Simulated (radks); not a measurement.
Species: the iodine ion I49+. Configuration: [He] 2s2.

Calculated with a radial shooting solver on a logarithmic mesh with Libxc functionals: non-relativistic Kohn-Sham, LB94 model potential, spin-polarised, spherical densities, point nucleus; relativity is left out, which matters for an element this heavy.

Energy parts (Ry):
part                    energy
kinetic             6855.94049
electron-nucleus  -13876.80613
Hartree              248.91990
(The LB94 potential has no energy functional, so no total or exchange-correlation energy is given.)

Orbitals (lengths in bohr, moments of r in powers of bohr; <r^-3> diverges for s and p1/2; r(90%) holds 90 % of the orbital's charge):
| orbital | occ. | eigenvalue (Ry) | r(90%) | <r^-3> | <r^2> | <r> |
|---|---|---|---|---|---|---|
| 1s | 2 | -2691.373 | 0.0507 | - | 0.001087 | 0.02853 |
| 2s | 2 | -644.3580 | 0.178 | - | 0.01586 | 0.1166 |
| 2p | 0 | -636.7335 | 0.157 | 5695 | 0.01151 | 0.09782 |
| 3s | 0 | -283.0281 | 0.382 | - | 0.07961 | 0.2647 |

The highest occupied level is 2s at -8766.9 eV. The electron density at the nucleus is 1.045e+05 e/bohr^3. The density falls to 0.001 e/bohr^3 at r = 0.40 bohr. For comparison, the ionisation energy in NIST's Atomic Spectra Database is 9196 eV (theoretical). In exact Kohn-Sham theory the highest level is minus the ionisation energy, but local and semilocal functionals leave it too shallow, through self-interaction and a potential that decays too fast; potentials with the right tail come closer.
